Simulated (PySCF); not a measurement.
## Electronic structure of Lu³⁺ (lutetium, charge +3) at the PBE0 level

Configuration: [Xe] 4f14, closed-shell 1S. All numbers are calculated (PySCF 2.14, the spin-free X2C one-electron Hamiltonian (Gaussian nucleus), in cc-pwCVTZ-X2C).

```
Total energy                        : -14561.59 hartree
One-electron energy                 : -19925.31 hartree
Hartree (Coulomb) energy            : 5668.05 hartree
Exchange-correlation energy         : -304.33 hartree
⟨S²⟩                                : 0.0000
⟨L²⟩                                : 0.000
Sum of ⟨r⟩                          : 34.26 bohr
Sum of ⟨r²⟩                         : 31.76 bohr²
Langevin diamagnetic susceptibility : -25.2 ×10⁻⁶ cm³/mol
Time after the integrals            : 6.5 s of wall time on 2 threads of Intel(R) Xeon(R) Platinum 8488C (shared host)
```

| shell | electrons | mean orbital energy (eV) | rms radius, mean of both spins (bohr) |
| --- | --- | --- | --- |
| 1s | 2 | -63217.1 | 0.0219 |
| 2s | 2 | -10816.7 | 0.0885 |
| 2p | 6 | -9545.5 | 0.0801 |
| 3s | 2 | -2486.8 | 0.227 |
| 3p | 6 | -2101.5 | 0.228 |
| 3d | 10 | -1625.6 | 0.208 |
| 4s | 2 | -523.81 | 0.508 |
| 4p | 6 | -396.18 | 0.541 |
| 4d | 10 | -225.83 | 0.591 |
| 5s | 2 | -90.846 | 1.24 |
| 5p | 6 | -60.062 | 1.46 |
| 4f | 14 | -39.557 | 0.812 |

Spin-orbit coupling, which splits the p, d and f shells strongly at this Z, is absent.

Densities and radii are taken from the X2C orbitals without a picture-change correction, which distorts them close to the nucleus.
